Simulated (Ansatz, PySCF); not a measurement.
Spin states of COOs (SMILES [O+]#[C-]->[Os]), each relaxed with B3LYP-D3(BJ)/def2-TZVP.
State 1 (charge 0, multiplicity 3):
```xyz
3

Os    -1.0118    -0.8084    -0.9236
O      0.8564     0.7302     0.7569
C      0.1223     0.1257     0.0965
```
State 2 (charge 0, multiplicity 5):
```xyz
3

Os    -1.0627    -0.8892    -0.9574
O      0.8945     0.6977     0.8107
C      0.1350     0.2390     0.0765
```

Singlets are restricted, other states unrestricted; no spin–orbit coupling, no relativity up to Kr; see below for the cores. The largest T1 diagnostic is 0.053.

Run with Ansatz (Gaussian orbitals); PySCF for the dispersion terms.  In def2 rows elements past Kr take small-core potentials, without spin–orbit coupling.

### Question
One of these levels gives 23.84 kcal/mol for the energy of the multiplicity-5 state less that of the multiplicity-3 state. Which one is it?
(A) PBE0/def2-TZVPP
(B) r2SCAN-D3(BJ)/def2-TZVPP
(C) B3LYP/def2-TZVPP
(D) BLYP/def2-TZVPP

### Answer
B, r2SCAN-D3(BJ)/def2-TZVPP. The others give 39.21 (BLYP/def2-TZVPP), 34.49 (B3LYP/def2-TZVPP), 28.03 (PBE0/def2-TZVPP)

Ansatz is a first-principles code.
